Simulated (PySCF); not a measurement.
Match the calculated data to a structure.

All candidates are CH11O2PSi3.

| technique | computed result |
| --- | --- |
| Dipole | 0.87 D [B3LYP/def2-SVPD] |
| Rotational structure | rotational constants A, B, C: 1.141, 0.997, 0.706 GHz [GFN2-xTB] |
| 1H NMR | chemical shifts (computed TMS as zero) by class: 5.55 (1 H), 5.36 (1 H), 5.24 (3 H), 5.21 (1 H), 1.11 (2 H), 0.55 (3 H) ppm [GIAO PBE0/pcSseg-1] |
| Polarisability | 118.5 au [B3LYP/def2-SVPD] |
| UV, strongest line | among the 8 lowest singlet transitions: S5 at 7.04 eV (176 nm, f = 0.217) [TDDFT B3LYP/def2-SVPD] |
| 13C NMR | chemical shifts (computed TMS as zero) by class: 1.5 (1 C) ppm [GIAO PBE0/pcSseg-1] |
| NMR, other nuclei | isotropic shieldings of nuclei other than C and H, by class: 254 (1 O), 275 (1 O), 367 (1 Si), 372 (1 Si), 393 (1 Si), 603 (1 P) ppm [GIAO PBE0/pcSseg-1] |

Electronic properties: PySCF, gas phase, density fitting. Levels stand in brackets. Geometry: GFN2-xTB, one conformer, isolated molecule. NMR values are class means; diastereotopic atoms form classes of their own.

Question: Which candidate is it?
A. `[SiH3]O[SiH2]OC[SiH2]P`
B. `O[Si@@H]([SiH3])OC[SiH2]P`
C. `CO[Si@H](O[SiH3])[SiH2]P`
D. `[SiH3]O[SiH2]CO[SiH2]P`
E. `C[SiH2]O[Si@@H](P)O[SiH3]`

Answer: E. It is `C[SiH2]O[Si@@H](P)O[SiH3]`. Numbering: `[CH3:1][SiH2:2][O:3][Si@@H:4]([PH2:5])[O:6][SiH3:7]`. The one carbon: Si-methyl carbon [C1] (1.5 ppm). Hydrogen classes from least to most shielded: 1 H on an oxygen-bound silicon, Si4 (5.55 ppm), 1 H on an oxygen-bound silicon, Si2 (5.36 ppm), 3 H on an oxygen-bound silicon, Si7 (5.24 ppm), 1 H on an oxygen-bound silicon, Si2 (5.21 ppm), 2 H on a three-coordinate phosphorus, P5 (1.11 ppm), 3 H on an Si-methyl carbon, C1 (0.55 ppm, a mean of values up to 0.8 ppm apart in this geometry). The other shieldings belong to: 254 ppm, siloxane oxygen [O3]; 275 ppm, siloxane oxygen [O6]; 367 ppm, oxygen-bound silicon [Si2]; 372 ppm, oxygen-bound silicon [Si4]; 393 ppm, oxygen-bound silicon [Si7]; 603 ppm, three-coordinate phosphorus [P5]. The optimised geometry has point group C1 and is an asymmetric top.

The others, at the same levels:
- `O[Si@@H]([SiH3])OC[SiH2]P` fails: its computed 13C shifts are 57.5 (1 C) ppm, 1H shifts are 5.77 (1 H), 5.12 (1 H), 4.66 (1 H), 4.29 (1 H), 4.20 (1 H), 3.18 (3 H), 1.22 (1 H), 0.78 (2 H) ppm and strongest line among the 8 lowest singlet transitions is S8 at 6.52 eV (190 nm, f = 0.041) (against S5 at 7.04 eV).
- `[SiH3]O[SiH2]CO[SiH2]P` fails: its computed 13C shifts are 60.8 (1 C) ppm, 1H shifts are 5.52 (2 H), 5.33 (3 H), 5.07 (2 H), 3.67 (2 H), 1.05 (2 H) ppm and strongest line among the 8 lowest singlet transitions is S6 at 6.71 eV (185 nm, f = 0.103) (against S5 at 7.04 eV).
- `CO[Si@H](O[SiH3])[SiH2]P` fails: its computed 13C shifts are 53.0 (1 C) ppm, 1H shifts are 5.44 (1 H), 5.22 (3 H), 3.98 (3 H), 3.88 (1 H), 3.56 (1 H), 1.31 (2 H) ppm and strongest line among the 8 lowest singlet transitions is S3 at 6.19 eV (200 nm, f = 0.135) (against S5 at 7.04 eV).
- `[SiH3]O[SiH2]OC[SiH2]P` fails: its computed 13C shifts are 57.0 (1 C) ppm, 1H shifts are 5.12 (3 H), 4.76 (2 H), 4.73 (2 H), 4.24 (2 H), 0.90 (2 H) ppm and strongest line among the 8 lowest singlet transitions is S3 at 6.47 eV (192 nm, f = 0.053) (against S5 at 7.04 eV).

Each candidate is one conformer, not necessarily the lowest. Dipoles, sizes and rotational constants follow the conformer. The torsions of the flexible species, by atom-mapped SMILES:
- `[CH3:1][SiH2:2][O:3][Si@@H:4]([PH2:5])[O:6][SiH3:7]`: C1–Si2–O3–Si4 25°, Si2–O3–Si4–P5 -65°, O3–Si4–O6–Si7 -32°, H–P5–Si4–O3 -162°, H–P5–Si4–O3 -69°
- `[CH3:1][O:2][Si@H:3]([O:4][SiH3:5])[SiH2:6][PH2:7]`: C1–O2–Si3–O4 -48°, O2–Si3–O4–Si5 -67°, O2–Si3–Si6–P7 51°, H–P7–Si6–Si3 -55°, H–P7–Si6–Si3 -148°

The conformers of `O[Si@@H]([SiH3])OC[SiH2]P`, `[SiH3]O[SiH2]CO[SiH2]P` and `[SiH3]O[SiH2]OC[SiH2]P` aren't listed.
